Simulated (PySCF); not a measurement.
From computed data to an observable: chemical shift, span and skew from a shielding tensor

B(All)(F)(OH) (C3H6BFO), SMILES FB(O)CC=C. Atoms are numbered in the order given.

```xyz
12

B      0.5190     0.5447     0.6629
C      0.3199    -0.9481     0.1547
C     -0.9709    -1.1214    -0.5956
C     -1.1266    -0.9458    -1.9123
H      0.3929    -1.6395     1.0093
H      1.1836    -1.1685    -0.4994
H     -1.8587    -1.3497     0.0095
H     -0.2733    -0.7239    -2.5648
H     -2.1062    -1.0431    -2.3902
F      1.3957     0.7986     1.6394
O     -0.1359     1.5989     0.1316
H     -0.7410     1.3138    -0.5673
```
Charge 0, spin multiplicity 1.

Geometry: ωB97X-D3(BJ)/def2-SVP. The values are those of a single conformer.

GIAO shieldings from PBE0/pcSseg-1 run with PySCF, non-relativistic, no solvent. The symmetric part of the tensor of C3 has the principal values -90.4, 37.3, 162.0 ppm. The same nucleus in TMS has σ = 186.3 ppm at this level (PySCF, at its B3LYP-D3(BJ)/def2-TZVP geometry).

Work out the isotropic shielding, the ¹³C shift against TMS, the span and the skew.


σ(iso) = (σ11 + σ22 + σ33)/3 = 36.3 ppm. δ = σ(ref) − σ(iso) = 186.3 − (36.3) = 150.0 ppm.
Span Ω = σ33 − σ11 = 252.4 ppm. Skew κ = 3(σ(iso) − σ22)/Ω = -0.01. Tumbling in solution averages the tensor to δ; in a static solid the shielding alone would spread this spin-1/2 line over Ω.
